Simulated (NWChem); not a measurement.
# CrNH$_{2}$SOF; SMILES [SH][Cr](=[O])(=[NH])[F]

```xyz
7

Cr     0.0185     0.3555    -0.0367
O      1.0894     0.7391     1.0053
N      0.5116     0.7197    -1.5308
H      1.4011     1.0755    -1.8946
F     -1.4924     1.1017     0.2789
S     -0.1074    -1.8571     0.0479
H     -0.4269    -2.0741    -1.2467
```
Atoms are numbered in this order, from 1.

Level: B3LYP/6-31G* (spherical d) (NWChem), optimised geometry, unscaled harmonic frequencies. 

Task: List the harmonic frequencies with IR intensities, and the thermochemistry.

Result: 
| frequency (cm⁻¹) | IR intensity (km/mol) |
|---|---|
| 181 | 1.3 |
| 203 | 3.4 |
| 257 | 2.1 |
| 282 | 10.7 |
| 332 | 11.4 |
| 342 | 17.8 |
| 433 | 19.9 |
| 583 | 121.5 |
| 655 | 65.8 |
| 702 | 2.5 |
| 795 | 184.9 |
| 1027 | 73.8 |
| 1156 | 138.4 |
| 2686 | 2.3 |
| 3491 | 100.4 |

| Property | Value |
|---|---|
| zero-point energy | 18.8 kcal/mol |
| thermal correction to the enthalpy at 298.15 K (with zero-point energy) | 23.4 kcal/mol |
| heat capacity Cv | 21.8 cal/(mol K) |
| entropy at 298.15 K and 1 atm (symmetry number 1) | 80.1 cal/(mol K) |
| dipole moment | 2.70 D |

Rigid rotor and harmonic oscillator.
